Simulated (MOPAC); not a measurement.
A run for MOPAC: PM3 on CH4O (a complex), monomers drawn apart or pushed together.

```
PM3 1SCF PRECISE CHARGE=0 THREADS=1
CH4O

C     -0.35073975 1    -0.50688680 1     0.04175197 1
O      0.32918566 1     0.24201725 1    -0.60192827 1
H     -1.40291903 1    -0.27408985 1     0.29596654 1
H      0.03506060 1    -1.47353629 1     0.41948259 1
H      0.10826526 1     0.47098566 1     4.18796983 1
H     -0.33273837 1    -0.02499432 1     4.52510227 1
```

Output:

```
*******************************************************************************
 **                                                                           **
 **                              MOPAC v23.2.5                                **
 **                                                                           **
 *******************************************************************************
 ** MOPAC's Digital Object Identifier: https://doi.org/10.5281/zenodo.6511958 **
 **                                                                           **
 ** Please cite the open-source release paper for use of this MOPAC version:  **
 ** J. E. Moussa and J. J. P. Stewart (2026)                                  **
 ** MOPAC: An open-source semiempirical molecular orbital program             **
 ** J. Open Source Softw., 11(119), 8025, https://doi.org/10.21105/joss.08025 **
 *******************************************************************************

                              PM3 CALCULATION RESULTS

 *******************************************************************************
 *  PM3        - The PM3 Hamiltonian to be used
 *
 *
 *
 *                 CHARGE ON SYSTEM = 0
 *
 *
 *
 *  PRECISE    - TIGHTER CRITERIA TO BE USED
 *  1SCF       - DO 1 SCF AND THEN STOP
 *  THREADS=1  - MULTI-THREADING NOT USED
 *  T=         - A TIME OF 172800.0 SECONDS REQUESTED
 *  DUMP=N     - RESTART FILE WRITTEN EVERY 7200.0 SECONDS REQUESTED
 *******************************************************************************
PM3 1SCF PRECISE CHARGE=0 THREADS=1
 CH4O

   ATOM   CHEMICAL          X               Y               Z
  NUMBER   SYMBOL      (ANGSTROMS)     (ANGSTROMS)     (ANGSTROMS)

     1       C         -0.35073975  *  -0.50688680  *   0.04175197  *
     2       O          0.32918566  *   0.24201725  *  -0.60192827  *
     3       H         -1.40291903  *  -0.27408985  *   0.29596654  *
     4       H          0.03506060  *  -1.47353629  *   0.41948259  *
     5       H          0.10826526  *   0.47098566  *   4.18796983  *
     6       H         -0.33273837  *  -0.02499432  *   4.52510227  *



          CARTESIAN COORDINATES

    NO.       ATOM           X           Y           Z

     1         C         -0.3507     -0.5069      0.0418
     2         O          0.3292      0.2420     -0.6019
     3         H         -1.4029     -0.2741      0.2960
     4         H          0.0351     -1.4735      0.4195
     5         H          0.1083      0.4710      4.1880
     6         H         -0.3327     -0.0250      4.5251

  H: (PM3): J. J. P. STEWART, J. COMP. CHEM. 10, 209 (1989).
  C: (PM3): J. J. P. STEWART, J. COMP. CHEM. 10, 209 (1989).
  O: (PM3): J. J. P. STEWART, J. COMP. CHEM. 10, 209 (1989).

           Empirical Formula: C H4 O  =     6 atoms



      MOLECULAR POINT GROUP   :   Cs


      RHF CALCULATION, NO. OF DOUBLY OCCUPIED LEVELS = 7


 -------------------------------------------------------------------------------
 PM3 1SCF PRECISE CHARGE=0 THREADS=1
 CH4O



     1SCF WAS SPECIFIED, SO BFGS WAS NOT USED
     SCF FIELD WAS ACHIEVED


                              PM3 CALCULATION
                                                       MOPAC v23.2.5 Linux




          FINAL HEAT OF FORMATION =        -46.48127 KCAL/MOL =    -194.47762 KJ/MOL


          COSMO AREA              =         88.97 SQUARE ANGSTROMS
          COSMO VOLUME            =         59.20 CUBIC ANGSTROMS

          IONIZATION POTENTIAL    =         10.598987 EV
          HOMO LUMO ENERGIES (EV) =        -10.599  0.849
          NO. OF FILLED LEVELS    =          7
          MOLECULAR WEIGHT        =         32.0420         POINT GROUP:  Cs

          MOLECULAR DIMENSIONS (Angstroms)

            Atom       Atom       Distance
            H     6    O     2     5.17647
            H     5    H     4     2.20525
            H     4    H     3     1.69786


          SCF CALCULATIONS        =          1





   ATOM   CHEMICAL          X               Y               Z
  NUMBER   SYMBOL      (ANGSTROMS)     (ANGSTROMS)     (ANGSTROMS)

     1       C         -0.35073975  *  -0.50688680  *   0.04175197  *
     2       O          0.32918566  *   0.24201725  *  -0.60192827  *
     3       H         -1.40291903  *  -0.27408985  *   0.29596654  *
     4       H          0.03506060  *  -1.47353629  *   0.41948259  *
     5       H          0.10826526  *   0.47098566  *   4.18796983  *
     6       H         -0.33273837  *  -0.02499432  *   4.52510227  *

                             CARTESIAN COORDINATES

   1    C       -0.350739750    -0.506886800     0.041751970
   2    O        0.329185660     0.242017250    -0.601928270
   3    H       -1.402919030    -0.274089850     0.295966540
   4    H        0.035060600    -1.473536290     0.419482590
   5    H        0.108265260     0.470985660     4.187969830
   6    H       -0.332738370    -0.024994320     4.525102270


           Empirical Formula: C H4 O  =     6 atoms



      MOLECULAR POINT GROUP   :   Cs


                  EIGENVALUES
 -38.15984 -24.11469 -17.09803 -16.40535 -15.98327 -14.36924 -10.59899   0.84882
   2.64002   4.09628   4.35410   6.68417


              NET ATOMIC CHARGES AND DIPOLE CONTRIBUTIONS

  ATOM NO.   TYPE          CHARGE      No. of ELECS.   s-Pop       p-Pop
    1          C           0.294998        3.7050     1.18554     2.51946
    2          O          -0.307790        6.3078     1.85600     4.45179
    3          H           0.006379        0.9936     0.99362
    4          H           0.006384        0.9936     0.99362
    5          H           0.000913        0.9991     0.99909
    6          H          -0.000883        1.0009     1.00088
 DIPOLE           X         Y         Z       TOTAL
 POINT-CHG.    -1.024    -1.127     0.970     1.806
 HYBRID        -0.189    -0.208     0.179     0.333
 SUM           -1.212    -1.335     1.149     2.138


          ATOMIC ORBITAL ELECTRON POPULATIONS

     Atom    s        px        py        pz
    1  C   1.18554   0.89245   0.86606   0.76095
    2  O   1.85600   1.64283   1.52822   1.28074
    3  H   0.99362
    4  H   0.99362
    5  H   0.99909
    6  H   1.00088

 **********************
 *                    *
 * JOB ENDED NORMALLY *
 *                    *
 **********************




 == MOPAC DONE ==
```

The run finished.

Cost: about 0.020 core-seconds (a rough figure).
